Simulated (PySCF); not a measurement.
C$_{3}$H$_{8}$As (SMILES [CH2][As](C)C), doublet, geometry from GFN2-xTB; DF-PBE0/aug-cc-pVDZ (PySCF).

PySCF was given this input:
```python
from pyscf import gto, scf, dft
import numpy

mol = gto.M(
    atom='''
C    -0.230068    1.673059   -0.472765
As   -0.031697    0.036967    0.424302
C     1.645491   -0.592784   -0.417587
C    -1.328406   -1.053178   -0.599639
H     0.572115    2.397001   -0.430752
H    -1.212096    2.120785   -0.539976
H     1.863803   -1.611298   -0.102174
H     2.473097    0.047124   -0.117457
H     1.549924   -0.564703   -1.501269
H    -2.339919   -0.697987   -0.412095
H    -1.117352   -0.977628   -1.664551
H    -1.265668   -2.095776   -0.293750
''',
    basis='aug-cc-pvdz',
    charge=0,
    spin=1,
    verbose=4,
)
print('smallest overlap eigenvalue', numpy.linalg.eigvalsh(mol.intor('int1e_ovlp'))[0])

mf = dft.UKS(mol)
mf.xc = 'pbe0'
mf = mf.density_fit(auxbasis='def2-universal-jkfit')
mf = scf.addons.remove_linear_dep_(mf, threshold=1e-8, lindep=1e-8)
mf.kernel()
mf.analyze()
```

What the program printed (banner, timings and long lists left out):

```
PySCF version 2.14.0

[INPUT] verbose = 4
[INPUT] num. atoms = 12
[INPUT] num. electrons = 59
[INPUT] charge = 0
[INPUT] spin (= nelec alpha-beta = 2S) = 1
[INPUT] symmetry False subgroup None
[INPUT] Mole.unit = angstrom
[INPUT] Symbol           X                Y                Z      unit          X                Y                Z       unit  Magmom
[...]
nuclear repulsion = 278.694598845015
number of shells = 73
number of NR pGTOs = 279
number of NR cGTOs = 177
basis = aug-cc-pvdz
ecp = {}
input.py:29: DeprecationWarning: remove_linear_dep_ is deprecated and will be removed in a future release. Linear dependency handling is now built into the SCF procedure by default. Linear dependency removal can be controlled using the following settings:
  pyscf.scf.hf.remove_overlap_zero_eigenvalue = True
  pyscf.scf.hf.overlap_zero_eigenvalue_threshold = 1e-6

  mf = scf.addons.remove_linear_dep_(mf, threshold=1e-8, lindep=1e-8)
smallest overlap eigenvalue 0.0002901438211815104

******** <class 'pyscf.df.df_jk.DFUKS'> ********
method = DFUKS
initial guess = minao
damping factor = 0
level_shift factor = 0
DIIS = <class 'pyscf.scf.diis.CDIIS'>
diis_start_cycle = 1
diis_space = 8
diis_damp = 0
SCF conv_tol = 1e-09
SCF conv_tol_grad = None
SCF max_cycles = 50
direct_scf = False
number electrons alpha = 30  beta = 29
XC library pyscf.dft.libxc version 7.1.2
    S. Lehtola, C. Steigemann, M. J. T. Oliveira, and M. A. L. Marques,  SoftwareX 7, 1–5 (2018)
XC functionals = pbe0
    C. Adamo and V. Barone,  J. Chem. Phys. 110, 6158 (1999)
    M. Ernzerhof and G. E. Scuseria,  J. Chem. Phys. 110, 5029 (1999)
radial grids:
    Treutler-Ahlrichs [JCP 102, 346 (1995); DOI:10.1063/1.469408] (M4) radial grids

becke partition: Becke, JCP 88, 2547 (1988); DOI:10.1063/1.454033
pruning grids: <function nwchem_prune>
grids dens level: 3
symmetrized grids: False
atomic radii adjust function: <function treutler_atomic_radii_adjust>
small_rho_cutoff = 0
Set gradient conv threshold to 3.16228e-05
tot grids = 141248
******** <class 'pyscf.df.df.DF'> ********
auxbasis = def2-universal-jkfit
init E= -2353.83401964217

cycle= 1 E= -2354.45894272116  delta_E= -0.625  |g|= 0.274  |ddm|= 3.32
cycle= 2 E= -2354.44154482383  delta_E= 0.0174  |g|= 0.334  |ddm|= 0.705
cycle= 3 E= -2354.50437314669  delta_E= -0.0628  |g|= 0.0277  |ddm|= 0.346
cycle= 4 E= -2354.50501069572  delta_E= -0.000638  |g|= 0.0237  |ddm|= 0.0749
cycle= 5 E= -2354.50541566687  delta_E= -0.000405  |g|= 0.00637  |ddm|= 0.0447
cycle= 6 E= -2354.50546524283  delta_E= -4.96e-05  |g|= 0.00294  |ddm|= 0.0199
cycle= 7 E= -2354.50547771327  delta_E= -1.25e-05  |g|= 0.000897  |ddm|= 0.0122
cycle= 8 E= -2354.50547886873  delta_E= -1.16e-06  |g|= 0.000338  |ddm|= 0.00388
cycle= 9 E= -2354.50547902375  delta_E= -1.55e-07  |g|= 0.000107  |ddm|= 0.00122
cycle= 10 E= -2354.50547904477  delta_E= -2.1e-08  |g|= 2.27e-05  |ddm|= 0.000499
cycle= 11 E= -2354.50547904608  delta_E= -1.31e-09  |g|= 8.38e-06  |ddm|= 0.00013
cycle= 12 E= -2354.50547904613  delta_E= -4.32e-11  |g|= 5.48e-06  |ddm|= 2.34e-05
Extra cycle  E= -2354.50547904614  delta_E= -1.05e-11  |g|= 6.05e-06  |ddm|= 1.44e-05
converged SCF energy = -2354.50547904614  <S^2> = 0.75739879  2S+1 = 2.0073852
**** SCF Summaries ****
Total Energy =                       -2354.505479046137225
Nuclear Repulsion Energy =             278.694598845014639
One-electron Energy =                -3827.697020021325898
Two-electron Energy =                 1194.496942130173920
Two-electron Coulomb Energy =         1296.374658670898270
DFT Exchange-Correlation Energy =     -101.877716540724236
**** MO energy ****
                             alpha | beta                alpha | beta
[...]
To work with the spin densities directly, `use mulliken_meta_spin()` only printing them here.

 ** Mulliken spin pop alpha/beta on meta-lowdin orthogonal AOs **
 ** Mulliken Spin Density (per AO)  **
spin_pop of  0 C 1s       -0.00001
spin_pop of  0 C 2s        0.05641
spin_pop of  0 C 3s        0.00065
spin_pop of  0 C 4s       -0.00004
spin_pop of  0 C 2px       0.02641
spin_pop of  0 C 2py       0.07752
spin_pop of  0 C 2pz       0.74645
spin_pop of  0 C 3px      -0.00006
spin_pop of  0 C 3py       0.00081
spin_pop of  0 C 3pz       0.00887
spin_pop of  0 C 4px      -0.00000
spin_pop of  0 C 4py       0.00003
spin_pop of  0 C 4pz       0.00058
spin_pop of  0 C 3dxy      0.00002
spin_pop of  0 C 3dyz     -0.00045
spin_pop of  0 C 3dz^2    -0.00107
spin_pop of  0 C 3dxz     -0.00015
spin_pop of  0 C 3dx2-y2    0.00005
spin_pop of  0 C 4dxy      0.00001
spin_pop of  0 C 4dyz      0.00000
spin_pop of  0 C 4dz^2     0.00009
spin_pop of  0 C 4dxz     -0.00000
spin_pop of  0 C 4dx2-y2   -0.00001
spin_pop of  1 As 1s        0.00000
spin_pop of  1 As 2s        0.00000
spin_pop of  1 As 3s        0.00002
spin_pop of  1 As 4s        0.02259
spin_pop of  1 As 5s        0.00135
spin_pop of  1 As 6s        0.00004
spin_pop of  1 As 2px      -0.00000
spin_pop of  1 As 2py      -0.00000
spin_pop of  1 As 2pz       0.00000
spin_pop of  1 As 3px      -0.00000
spin_pop of  1 As 3py      -0.00000
spin_pop of  1 As 3pz       0.00000
spin_pop of  1 As 4px      -0.00990
spin_pop of  1 As 4py      -0.01242
spin_pop of  1 As 4pz       0.03531
spin_pop of  1 As 5px       0.00000
spin_pop of  1 As 5py      -0.00028
spin_pop of  1 As 5pz       0.00007
spin_pop of  1 As 6px       0.00003
spin_pop of  1 As 6py      -0.00003
spin_pop of  1 As 6pz       0.00031
spin_pop of  1 As 3dxy      0.00001
spin_pop of  1 As 3dyz      0.00001
spin_pop of  1 As 3dz^2     0.00001
spin_pop of  1 As 3dxz     -0.00001
spin_pop of  1 As 3dx2-y2    0.00000
spin_pop of  1 As 4dxy      0.00012
spin_pop of  1 As 4dyz      0.00106
spin_pop of  1 As 4dz^2     0.00181
spin_pop of  1 As 4dxz     -0.00018
spin_pop of  1 As 4dx2-y2    0.00016
spin_pop of  1 As 5dxy     -0.00001
spin_pop of  1 As 5dyz      0.00008
spin_pop of  1 As 5dz^2     0.00017
spin_pop of  1 As 5dxz      0.00001
spin_pop of  1 As 5dx2-y2   -0.00005
spin_pop of  2 C 1s        0.00000
spin_pop of  2 C 2s        0.00869
spin_pop of  2 C 3s        0.00004
spin_pop of  2 C 4s        0.00064
spin_pop of  2 C 2px       0.02241
spin_pop of  2 C 2py       0.00240
spin_pop of  2 C 2pz       0.00369
spin_pop of  2 C 3px      -0.00001
spin_pop of  2 C 3py       0.00011
spin_pop of  2 C 3pz       0.00010
spin_pop of  2 C 4px       0.00023
spin_pop of  2 C 4py       0.00002
spin_pop of  2 C 4pz       0.00002
spin_pop of  2 C 3dxy      0.00004
spin_pop of  2 C 3dyz      0.00002
spin_pop of  2 C 3dz^2     0.00000
spin_pop of  2 C 3dxz     -0.00007
spin_pop of  2 C 3dx2-y2    0.00004
spin_pop of  2 C 4dxy      0.00014
spin_pop of  2 C 4dyz      0.00008
spin_pop of  2 C 4dz^2     0.00001
spin_pop of  2 C 4dxz     -0.00000
spin_pop of  2 C 4dx2-y2    0.00001
spin_pop of  3 C 1s        0.00000
spin_pop of  3 C 2s        0.00869
spin_pop of  3 C 3s        0.00004
spin_pop of  3 C 4s        0.00064
spin_pop of  3 C 2px       0.01586
spin_pop of  3 C 2py       0.00686
spin_pop of  3 C 2pz       0.00577
spin_pop of  3 C 3px       0.00002
spin_pop of  3 C 3py       0.00007
spin_pop of  3 C 3pz       0.00011
spin_pop of  3 C 4px       0.00016
spin_pop of  3 C 4py       0.00011
spin_pop of  3 C 4pz      -0.00000
spin_pop of  3 C 3dxy      0.00002
spin_pop of  3 C 3dyz      0.00000
spin_pop of  3 C 3dz^2    -0.00001
spin_pop of  3 C 3dxz     -0.00003
spin_pop of  3 C 3dx2-y2    0.00007
spin_pop of  3 C 4dxy      0.00009
spin_pop of  3 C 4dyz      0.00005
spin_pop of  3 C 4dz^2     0.00001
spin_pop of  3 C 4dxz      0.00000
spin_pop of  3 C 4dx2-y2    0.00008
spin_pop of  4 H 1s       -0.02329
spin_pop of  4 H 2s        0.00006
spin_pop of  4 H 3s        0.00008
spin_pop of  4 H 2px       0.00008
spin_pop of  4 H 2py       0.00006
spin_pop of  4 H 2pz       0.00158
spin_pop of  4 H 3px      -0.00003
spin_pop of  4 H 3py       0.00012
spin_pop of  4 H 3pz       0.00068
spin_pop of  5 H 1s       -0.02329
spin_pop of  5 H 2s        0.00006
spin_pop of  5 H 3s        0.00008
spin_pop of  5 H 2px       0.00003
spin_pop of  5 H 2py       0.00008
spin_pop of  5 H 2pz       0.00161
spin_pop of  5 H 3px      -0.00001
spin_pop of  5 H 3py       0.00011
spin_pop of  5 H 3pz       0.00067
spin_pop of  6 H 1s       -0.00034
spin_pop of  6 H 2s        0.00008
spin_pop of  6 H 3s        0.00019
spin_pop of  6 H 2px       0.00002
spin_pop of  6 H 2py       0.00000
spin_pop of  6 H 2pz      -0.00000
spin_pop of  6 H 3px       0.00001
spin_pop of  6 H 3py      -0.00000
spin_pop of  6 H 3pz       0.00001
spin_pop of  7 H 1s       -0.00163
spin_pop of  7 H 2s        0.00019
spin_pop of  7 H 3s        0.00008
spin_pop of  7 H 2px       0.00001
spin_pop of  7 H 2py      -0.00000
spin_pop of  7 H 2pz       0.00002
spin_pop of  7 H 3px       0.00002
spin_pop of  7 H 3py       0.00000
spin_pop of  7 H 3pz       0.00002
spin_pop of  8 H 1s        0.00400
spin_pop of  8 H 2s        0.00077
spin_pop of  8 H 3s        0.00003
spin_pop of  8 H 2px      -0.00002
spin_pop of  8 H 2py       0.00006
spin_pop of  8 H 2pz       0.00001
spin_pop of  8 H 3px       0.00004
spin_pop of  8 H 3py       0.00021
spin_pop of  8 H 3pz       0.00006
spin_pop of  9 H 1s       -0.00163
spin_pop of  9 H 2s        0.00020
spin_pop of  9 H 3s        0.00008
spin_pop of  9 H 2px       0.00001
spin_pop of  9 H 2py      -0.00000
spin_pop of  9 H 2pz       0.00002
spin_pop of  9 H 3px       0.00002
spin_pop of  9 H 3py       0.00001
spin_pop of  9 H 3pz       0.00001
spin_pop of  10 H 1s        0.00400
spin_pop of  10 H 2s        0.00077
spin_pop of  10 H 3s        0.00003
spin_pop of  10 H 2px       0.00001
spin_pop of  10 H 2py       0.00004
spin_pop of  10 H 2pz       0.00001
spin_pop of  10 H 3px       0.00000
spin_pop of  10 H 3py       0.00025
spin_pop of  10 H 3pz       0.00005
spin_pop of  11 H 1s       -0.00034
spin_pop of  11 H 2s        0.00008
spin_pop of  11 H 3s        0.00019
spin_pop of  11 H 2px       0.00003
spin_pop of  11 H 2py      -0.00000
spin_pop of  11 H 2pz       0.00000
spin_pop of  11 H 3px       0.00001
spin_pop of  11 H 3py      -0.00000
spin_pop of  11 H 3pz       0.00001
 ** Mulliken Spin Density (per atom)  **
spin density of  0 C =      0.91611
spin density of  1 As =      0.04028
spin density of  2 C =      0.03861
spin density of  3 C =      0.03861
spin density of  4 H =     -0.02065
spin density of  5 H =     -0.02065
spin density of  6 H =     -0.00003
spin density of  7 H =     -0.00129
spin density of  8 H =      0.00516
spin density of  9 H =     -0.00129
spin density of  10 H =      0.00516
spin density of  11 H =     -0.00003
 ** Mulliken pop alpha/beta on meta-lowdin orthogonal AOs **
 ** Mulliken pop       alpha | beta **
In total            30.00000 | 29.00000
 ** Mulliken atomic charges   ( Nelec_alpha | Nelec_beta ) **
charge of  0C =     -0.47667  (     3.69639      2.78028 )
charge of  1As =      0.50986  (    16.26521     16.22493 )
charge of  2C =     -0.49764  (     3.26813      3.22951 )
charge of  3C =     -0.49763  (     3.26812      3.22951 )
charge of  4H =      0.12113  (     0.42911      0.44976 )
charge of  5H =      0.12113  (     0.42911      0.44976 )
charge of  6H =      0.12168  (     0.43914      0.43917 )
charge of  7H =      0.12374  (     0.43749      0.43877 )
charge of  8H =      0.11449  (     0.44534      0.44017 )
charge of  9H =      0.12374  (     0.43749      0.43877 )
charge of  10H =      0.11449  (     0.44534      0.44018 )
charge of  11H =      0.12168  (     0.43915      0.43917 )
Dipole moment(X, Y, Z, Debye):  0.10758, -0.43999, -0.64408
```
